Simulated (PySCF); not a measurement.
Molecule: `[SiH3]O[SiH2]C#[C][GeH3]`, C$_{2}$H$_{8}$GeOSi$_{2}$.

Atom-mapped SMILES (the numbers label the heavy atoms): `[SiH3:1][O:2][SiH2:3][C:4]#[C:5][GeH3:6]`; H(Xn) means a hydrogen on atom n.

Geometry PBE0-D3(BJ)/def2-SVP throughout; GIAO in PySCF, gas phase, one conformer, non-relativistic; equivalent atoms averaged; functional PBE0.

For orientation, 6-31G* gives these shifts δ (against TMS, H2O, GeMe4 at the same level): Si1 -10.3, Si3 -30.1, O2 1.5, C4 105.9, C5 102.5, Ge6 -197.1, H(Si3) 5.20, H(Si1) 5.32, H(Ge6) 4.49 ppm.

A run gave: Si1 -44.5, Si3 -50.1, O2 -164.5, C4 90.2, C5 83.0, Ge6 -149.5, H(Si3) 2.60, H(Si1) 2.35, H(Ge6) 1.95 ppm (shifts δ (against TMS, H2O, GeMe4 at the same level)).

Q: Which basis set was used in that run?
A. cc-pVDZ
B. def2-SVP
C. 6-31G
D. STO-3G
E. pcSseg-1

A: D. O2 tells them apart best: STO-3G gives -164.5, 6-31G gives -39.6, cc-pVDZ gives 12.2, pcSseg-1 gives 8.3, def2-SVP gives 14.9 ppm.
